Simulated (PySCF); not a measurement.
Trend along the fifth-period p block: MB molecules

CCSD(T) with double-zeta basis sets in PySCF, for the lowest determinant that a PBE0 search found; no spin–orbit coupling. De refers to high-spin ground-configuration atoms.

```
 M                       basis  reference, frozen orbitals  state (unpaired electrons)  Re (Å)  ωe (cm⁻¹)  De (eV)
Sn                    def2-SVP                      UHF, 5         quartet (σ ↑, π ↑↑)   2.206        545     2.33
Sb                  x2c-SVPall                    ROHF, 19          triplet (σ ↑, π ↑)   2.079        670     1.92
Te  aug-cc-pVDZ/aug-cc-pVDZ-PP                     ROHF, 5               doublet (σ ↑)   1.985        798     3.54
 I                  x2c-SVPall                     RHF, 19      singlet (closed shell)   2.136        594     3.51
```

The shortest bond is that of BTe (1.985 Å), the longest that of SnB (2.206 Å).

The rows differ in basis set, which adds steps of its own.

The state changes along the series, so neighbouring rows are not always alike in their bonding.

Correlated steps freeze the inner cores (5 to 19 orbitals); shallow outer-core shells are correlated. UHF and ROHF references stand side by side, which adds small steps between rows. Correlated levels converge slowly with the basis: in double zeta they bind strong bonds too weakly, by up to about 1 eV, and carry superposition errors of some tenths. These are scalar-relativistic numbers at best; spin–orbit coupling would shift them, the dissociation energy most. Where the molecule has an RHF reference, its open-shell atoms are computed with UHF. States were picked by a PBE0 search and need not be the measured ground states.
